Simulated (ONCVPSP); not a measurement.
P (Z = 15), ONCV: configuration errors across variants

```json
{
 "Element": "phosphorus (P)",
 "Generator": "ONCVPSP 4.0.1",
 "Type": "optimised norm-conserving Vanderbilt (ONCV)",
 "Functional": "PBE",
 "Relativity": "scalar-relativistic",
 "Frozen core": "[Ne]",
 "Valence charge": "5",
 "Reference configuration": "3s2 3p3",
 "Partial waves": "3s: rc 1.25 bohr, ncon 4, nbas 7, qcut 5.1 1/bohr, 2 projectors, debl 1.3 Ha; 3p: rc 1.25 bohr, ncon 4, nbas 9, qcut 7.6 1/bohr, local",
 "Local potential": "the p channel",
 "Core correction": "Teter function, fcfact 2.5, rcfact 1.3"
}
```

All-electron excitation energies from the reference (eV): (1) 3s2 3p2 9.730; (2) 3s2 3p1 28.877; (3) 3s2 3p0 58.616; (4) 3s1 3p3 18.850.

A true bound ghost makes a file unfit for plane-wave use even where its test errors are small: the radial tests pick states by their node count and pass the ghost by.

Errors AE − PS in meV (a dash: test not solved or not reliable):

| change | (1) | (2) | (3) | (4) | bound ghosts | GHOST(+) flags above zero |
| --- | --- | --- | --- | --- | --- | --- |
| base | +1.1 | +4.6 | +2.9 | +4.4 | s | none |
| core correction Teter function, fcfact 2.5, rcfact 1.24 | +0.8 | +3.3 | +0.5 | +5.1 | s | none |
| p: qcut 4.2 | +1.0 | +5.0 | +9.4 | +3.0 | s | none |
| s: qcut 4.8 | +1.1 | +4.6 | +2.9 | +4.5 | s | none |

(1) Give the same row for: s: qcut 4.1; p: qcut 6.2.

## Answers

(1) +1.0, +4.9, +7.9, +3.2; bound ghosts: s; GHOST(+) flags above zero: none.
